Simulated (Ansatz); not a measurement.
Two isomers of CH7FOSi2: A = `C[SiH2]O[SiH2]F`, B = `FCO[SiH2][SiH3]`.

Isolated molecules relaxed with PBE0-D4/def2-TZVP in Ansatz; ΔE leaves out vibrations. CCSD(T)/CBS is the MP2 limit (def2-TZVPP, def2-QZVPP) plus CCSD(T) − MP2 in def2-TZVPP, frozen cores. DFT in def2-TZVPP. B3LYP here is the variant with VWN-RPA as its local correlation; programs differ in this. Each species was taken in one conformer, which may not be the lowest.

A:

```xyz
12

C     1.156    1.518   -0.326
Si    0.722    0.200    0.908
O    -0.096   -1.027    0.171
Si   -1.500   -1.530   -0.446
F    -1.987   -0.505   -1.570
H     1.785    1.114   -1.123
H     0.255    1.936   -0.780
H     1.702    2.330    0.161
H    -0.131    0.757    1.993
H     1.941   -0.396    1.509
H    -1.296   -2.841   -1.094
H    -2.552   -1.556    0.595
```

B:

Z-matrix (Å, degrees):
```
C
O 1 1.368
F 1 1.379 2 110.6
H 1 1.098 2 112.0 3 118.7
H 1 1.092 2 108.8 3 -118.0
Si 2 1.667 1 124.2 3 -60.4
Si 6 2.349 2 111.9 1 -39.4
H 6 1.486 2 110.7 1 83.3
H 6 1.484 2 104.8 1 -159.6
H 7 1.488 6 111.0 2 -56.1
H 7 1.488 6 108.1 2 -175.3
H 7 1.487 6 111.5 2 65.1
```

Problem. Which isomer does CCSD(T)/CBS put lower? Give the gap. (An estimate is asked.)

Solution. Ansatz gave: A, by 100.8 kcal/mol.

Problem. Give E(B) − E(A) in kcal/mol with HF/def2-TZVPP, PBE0-D4, PBE-D4, B2PLYP, r2SCAN-D4, CCSD(T)/def2-TZVPP, B3LYP. (An estimate is asked.)

Solution. Computed: HF/def2-TZVPP 102.9, PBE0-D4 92.6, PBE-D4 88.6, B2PLYP 99.9, r2SCAN-D4 96.7, CCSD(T)/def2-TZVPP 98.6, B3LYP 96.8. None reverses the order clearly.

Largest T1 diagnostic: 0.013.

From PBE to PBE0 (25 % exact exchange), in def2-TZVPP and without D4, E(B) − E(A) moves by +4.0 kcal/mol.
